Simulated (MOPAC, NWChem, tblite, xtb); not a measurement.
A ladder of methods for CH3BNO2 (SMILES [N]=CB(O)O)

The species is CH3BNO2 (8 atoms), meant as a doublet with charge 0. SMILES: `[N]=CB(O)O`. Geometry: relaxed at GFN2-xTB. This is one conformer, not always the lowest.

| atom | x (Å) | y (Å) | z (Å) |
| --- | --- | --- | --- |
| N | -1.1182 | 1.7700 | 0.4064 |
| C | -0.4779 | 0.8233 | 0.8281 |
| B | 0.1874 | -0.2952 | -0.1398 |
| O | 0.9132 | -1.2565 | 0.4429 |
| O | 0.0098 | -0.2487 | -1.4716 |
| H | -0.2878 | 0.6357 | 1.8932 |
| H | 1.2921 | -1.9051 | -0.1526 |
| H | -0.5185 | 0.4765 | -1.8066 |

Each level gives the dipole moment (D). The values are calculated.

| level | kind | program | value (D) | CPU time |
| --- | --- | --- | --- | --- |
| AM1 | semi-empirical | MOPAC | 1.58 | under 2 s |
| GFN2-xTB | semi-empirical | tblite | 2.99 | under 2 s |
| GFN0-xTB | semi-empirical | xtb | 6.15 | under 2 s |
| GFN1-xTB | semi-empirical | tblite | 2.51 | under 2 s |
| UHF/STO-3G | Hartree–Fock | NWChem | 1.65 | 4.6 s |
| UHF/3-21G | Hartree–Fock | NWChem | 1.66 | 4.4 s |
| USVWN5/6-311+G** | LDA | NWChem | 2.32 | 43 s |
| UB3LYP/6-31G* (spherical functions) | global hybrid | NWChem | 2.14 | 60 s |
| UB3LYP/6-31G* (Cartesian functions) | global hybrid | NWChem | 2.14 | 64 s |

The values span 1.58 to 6.15 D. Spin contamination of the reference (⟨S²⟩ at least 0.1 too high) touches UHF/STO-3G, UHF/3-21G. Magnitudes only. Sets without polarisation functions give poor dipoles. CPU times are rough (shared hosts, several kinds of processor and program).
